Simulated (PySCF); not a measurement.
Mg(F)(NH2) (FH2MgN), SMILES [Mg]([F])[NH2].

Coordinates come from a TPSSh-D3(BJ)/def2-TZVP optimisation. Other conformers were not sampled.

Level of theory: PySCF with CAM-B3LYP/def2-TZVPD.

Computed frontier levels, gap, dipole moment and polarisability:
```json
{
 "highest_occupied_level": "-8.12 eV",
 "lowest_empty_level": "-0.65 eV",
 "orbital_gap": "7.47 eV",
 "dipole_moment": "2.11 D",
 "quadrupole, principal values (traceless, Buckingham form, about the centre of nuclear charge)": "-11.85, 2.76, 9.09 D·Å",
 "mean_static_polarisability": "30.9 bohr³ (4.57 Å³)",
 "polarisability_principal_values": "26.5, 31.8, 34.3 bohr³"
}
```
